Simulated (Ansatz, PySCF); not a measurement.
Dimer: CH2O (SMILES C=O) (first 4 atoms) with CH2F2 (SMILES FCF); geometry from B3LYP-D3(BJ)/def2-TZVP.
(charge 0, multiplicity 1):
```xyz
9

C     -0.33213    -0.10087    -0.01568
O      0.64597    -0.71396     0.31739
H     -0.54542     0.11586    -1.07976
H     -1.06458     0.27578     0.71961
F     -0.07304     0.77837     3.24697
C      0.00294    -0.57226     3.43976
F     -1.20563    -1.11334     3.10295
H      0.18327    -0.76076     4.49893
H      0.76084    -0.97505     2.77065
```

Basis-set superposition error: the interaction energy with monomers in their own basis, and in the dimer's basis (counterpoise).

Codes used: Ansatz (Gaussian basis) for Hartree–Fock, density functionals and correlated methods; PySCF for M06-2X. Each number belongs to the level named beside it.

| level | uncorrected (kcal/mol) | counterpoise (kcal/mol) | difference |
|---|---|---|---|
| PBE/def2-TZVPPD | -2.22 | -2.14 | 0.08 |
| r2SCAN/def2-TZVPPD | -3.04 | -2.97 | 0.08 |
| B97M-V/def2-TZVPPD | -3.23 | -3.19 | 0.04 |
| B3LYP/def2-TZVPPD | -1.87 | -1.79 | 0.08 |
| PBE0/def2-TZVPPD | -2.43 | -2.36 | 0.07 |
| BHLYP/def2-TZVPPD | -2.74 | -2.68 | 0.06 |
| M06-2X/def2-TZVPPD | -3.61 | -3.52 | 0.09 |
| wB97X-V/def2-TZVPPD | -3.58 | -3.51 | 0.07 |
| B2PLYP/def2-TZVPPD | -2.63 | -2.44 | 0.20 |
| CCSD(T)/aug-cc-pVDZ | -4.23 | -2.97 | 1.26 |

The error is largest for CCSD(T)/aug-cc-pVDZ (1.26 kcal/mol) and smallest for B97M-V/def2-TZVPPD (0.04 kcal/mol).

Ansatz is an electronic-structure program.
